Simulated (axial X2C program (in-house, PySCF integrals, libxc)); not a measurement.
# Spin–orbit effects down a group: homonuclear dimers, PBE0

Calculated with an axial X2C code built on PySCF integrals, spin-free (one-electron X2C) or two-component (2c: spin–orbit coupling with atomic mean-field Coulomb and Gaunt terms, which also bring small scalar terms), in Dyall basis sets with cores contracted in-house; open shells are unrestricted.

Basis sets: Al dyall-v3z, B dyall-v3z, In dyall-cv3z.

```csv
molecule,spin-free state,Re (Å),ωe (cm⁻¹),De (eV),2c state,Re 2c (Å),ωe 2c (cm⁻¹),De 2c (eV)
B₂,"M_S = 2, Λ = 0",1.517,1293.4,n/a,Ω = 2,1.517,1293.3,n/a
Al₂,"M_S = 1, Λ = 0",2.483,346.8,1.48,Ω = 1,2.484,346.7,1.48
In₂,"M_S = 1, Λ = 1",3.037,113.4,1.25,Ω = 1,3.031,112.5,n/a
```

Problem. Work out the shifts from the spin-free to the two-component result.

Solution. 

```json
{"molecule": "B₂", "2c state": "Ω = 2", "ΔRe (Å)": "0.000", "Δωe (cm⁻¹)": "-0.1", "ΔDe (eV)": "n/a"}
{"molecule": "Al₂", "2c state": "Ω = 1", "ΔRe (Å)": "0.001", "Δωe (cm⁻¹)": "-0.1", "ΔDe (eV)": "0.00"}
{"molecule": "In₂", "2c state": "Ω = 1", "ΔRe (Å)": "other state", "Δωe (cm⁻¹)": "other state", "ΔDe (eV)": "n/a"}
```

Shifts of one unit in the last digit are rounding.

Each entry is the lowest single determinant of a limited PBE0 search at one distance. De goes to single-determinant-based atoms at the same level (for ions the charge split of lowest energy) and is withheld (n/a) where an atom does not fit its ground term or J level. Main or longest-lived isotopes. One determinant is a doubtful description, or other states lie close, for B₂, Al₂, In₂; these need not be ground states, and all values refer to the states named. Some open-shell Ω = 0 determinants are out of reach, so the Ω given for B₂, Al₂ need not be the lowest component. With several unpaired electrons the Ω given is that of one determinant, not necessarily of the lowest component. Some light 2c atoms are not at their ground J level, so De misses part of their lowering (0.04 eV or less). The functionals have no current term, which raises determinants with orbital currents. The lowest determinant changes configuration between the Hamiltonians for In₂, so two states are compared there.
